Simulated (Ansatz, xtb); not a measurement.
Molecule: sum formula AlOCl, net charge -1, doublet state. SMILES of the parent species: [Cl][Al]=[O]
Geometry from a B3LYP-D3(BJ)/def2-TZVP (Ansatz, an electronic-structure program) optimisation:
```xyz
3

Al     0.1739     0.2632    -0.7919
O     -0.4137     1.7857    -0.9521
Cl     0.0617    -1.0415     1.0536
```
Charge -1, spin multiplicity 2.

Harmonic wavenumbers from GFN2-xTB (xtb, at its own minimum), cm⁻¹: 160, 320, 1021.

### Question
Give the harmonic wavenumbers at B3LYP-D3(BJ)/def2-TZVP (Ansatz, finite differences of forces, unscaled).

### Answer
186, 354, 961 cm⁻¹. Zero-point energy 2.1 kcal/mol.

### Question
From these and the geometry, give the ideal-gas thermochemistry at 298.15 K and 1 atm (rigid rotor, harmonic oscillator).

### Answer
Point group Cs, rotational symmetry number 1. Rotational constants 45.2, 3.269, 3.049 GHz. S(trans) 38.99, S(rot) 24.08, S(vib) 3.52, S(elec, spin only) 1.38, S 68.0 cal/(mol K). H(298) - H(0) 2.99 kcal/mol; G - E(el) -15.1 kcal/mol.
